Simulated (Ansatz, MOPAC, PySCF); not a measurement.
Species: H4SiNO, net charge 0, doublet state. SMILES: N[SiH2][O]
Geometry: optimised at B3LYP-D3(BJ)/def2-TZVP (Ansatz, a program for electronic structure).

Wanted: enthalpy of formation at 298 K, in kcal/mol. Conventions: open shells spin-unrestricted; six Cartesian d functions in 6-31G* and its kin unless marked 5d; 6-311+G** with 5d, 6d on Na to Ar in Ansatz; non-relativistic; no dispersion term unless named; no spin-orbit coupling; valence correlation only. CBS marks a two-point X^-3 extrapolation of the correlation energy; Hartree-Fock from the larger set. Ab initio and DFT rows: single points at B3LYP-D3(BJ) geometries (Ansatz), with unscaled harmonic terms from B3LYP/6-31G* (Ansatz) at its own minima, enthalpies of formation by atomisation with measured atoms. Semi-empirical rows: MOPAC heats of formation at their own minima for 298 K.

Coupled cluster (Ansatz) is a level with limits of its own, used here on species with T1 under 0.025 (0.045 for open shells) and stable references: CCSD(T)/CBS(cc-pV(T+d)Z,cc-pV(Q+d)Z).

Value to compare with, CCSD(T)/CBS(cc-pV(T+d)Z,cc-pV(Q+d)Z) (Ansatz): -28.6 kcal/mol.

```
level                           program  enthalpy of formation at 298 K (kcal/mol)  difference
-----------------------  --------------  -----------------------------------------  ----------
PM3                               MOPAC                                      -36.4        -7.8
HF/3-21G                         Ansatz                                      194.8       223.4
PBE/def2-SVP                     Ansatz                                      -24.5         4.1
B3LYP/STO-3G                     Ansatz                                      -84.1       -55.5
B3LYP/6-31G*                     Ansatz                                      -13.1        15.5
B3LYP/6-31+G*                    Ansatz                                      -13.3        15.3
M06-2X/6-311+G**                  PySCF                                      -15.8        12.8
B3LYP-D3(BJ)/def2-TZVPD  Ansatz + dftd3                                      -31.7        -3.1
PBE0/def2-TZVPD                  Ansatz                                      -20.2         8.4
wB97M-V/def2-TZVPD               Ansatz                                      -30.4        -1.8
```

Among the 7 habitual levels, HF/3-21G lies farthest from CCSD(T)/CBS(cc-pV(T+d)Z,cc-pV(Q+d)Z) (Ansatz) (223.4 kcal/mol) and PBE/def2-SVP nearest (4.1); 5 of 7 lie above it, and their mean absolute difference is 47.8 kcal/mol, the median 15.3. One case shows no general order.

The levels are drawn from those run, B3LYP/6-31G* more often than the rest, none by its result; left out are runs that failed, that the program found above a lower state of the same kind, or whose <S^2> lies over 0.5 above the pure value.
